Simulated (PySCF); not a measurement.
# Ruthenium: a sound run and one with changed settings

Sound run: Ru [Kr] 4d7 5s1, Ru+ [Kr] 4d7. All numbers are calculated (PySCF 2.14, a scalar-relativistic core potential, in cc-pVDZ-PP with ECP28MDF (4s4p3d1f, 38 functions)). The sound run starts from symmetry-adapted Hartree-Fock orbitals and uses a fine grid where one is needed.

Changed run: radial step 0.8 in ln r (0.13 in the sound run). This setting is unsound on purpose.

```csv
species,method,sound run (hartree),changed run (hartree),converged
Ru,UHF,-93.81220,-93.81220,yes
Ru,TPSS,-94.46316,-95.42614,yes
Ru,MN15,-94.29211,-94.30679,yes
Ru+,UHF,-93.58083,-93.58083,yes
Ru+,TPSS,-94.18330,-95.10631,yes
Ru+,MN15,-94.01331,-94.01263,yes
```

Ionisation energy of Ru:

```tsv
method	sound run (eV)	changed run (eV)
UHF	6.296	6.296
TPSS	7.615	8.703
MN15	7.586	8.004
```

A coarse radial grid mis-integrates the density and the exchange-correlation energy, with errors of either sign; Hartree-Fock needs no grid.

For comparison, NIST gives 7.361 eV between the lowest levels.
